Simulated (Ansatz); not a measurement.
`BSC(=C)Cl` + `CC(C)F` → `BC(C)(C)F` + `C=C(S)Cl` at 700 K and 1 bar (formal exchange of groups at a B–S bond).

Program: Ansatz. Geometries: PBE0-D4/def2-TZVP. ΔE: electronic, gas phase. CCSD(T)/CBS is the MP2 limit (def2-TZVPP, def2-QZVPP) plus CCSD(T) − MP2 in def2-TZVPP, frozen cores. Each species was taken in one conformer, which may not be the lowest.

| species | CCSD(T)/CBS energy (Eh) | H − E (kJ/mol) | S (J/(mol·K)) |
| --- | --- | --- | --- |
| `BSC(=C)Cl` | -960.84027 | 216.9 | 441.4 |
| `CC(C)F` | -218.16942 | 315.3 | 389.7 |
| `BC(C)(C)F` | -243.53634 | 359.1 | 460.3 |
| `C=C(S)Cl` | -935.43076 | 166.2 | 383.9 |

H − E and S are ideal-gas, rigid-rotor, harmonic terms from PBE0-D4/def2-TZVP, for one conformer and one mirror image of each species. 1 Eh = 2625.50 kJ/mol, R = 8.31446 J/(mol·K).

Q: By hand: ΔE, ΔH, ΔS and ΔG.

A: ΔE = (-243.53634) + (-935.43076) − (-960.84027) − (-218.16942) = 0.04259 Eh = 111.8 kJ/mol. Δ(H − E) = 359.1 + 166.2 − 216.9 − 315.3 = -6.9, so ΔH = 104.9 kJ/mol. ΔS = 460.3 + 383.9 − 441.4 − 389.7 = 13.1 J/(mol·K). ΔG = 104.9 − 700 × (13.1)/1000 = 95.7 kJ/mol.

Q: By hand: the equilibrium constant, and the temperature at which ΔG would vanish if ΔH and ΔS stayed fixed.

A: log₁₀ K = −ΔG/(RT ln 10) = -7.1. ΔG = 0 at ΔH/ΔS = 8008 K, far beyond where these terms or the molecules hold.

The number of gas molecules stays the same, so ΔS is small and ΔH decides. A doubt of 5 kJ/mol in ΔE shifts log₁₀ K by 0.4 here. Other conformers and mirror images would add mixing entropy, several J/(mol·K) or more a flexible species. Modes under 60 cm⁻¹, often nearly free rotors, make the harmonic entropy too high. These are equilibria of isolated gas molecules and say nothing of rates. Largest T1 diagnostic: 0.014 (customary marks: 0.02 for closed shells, 0.045 for open ones).
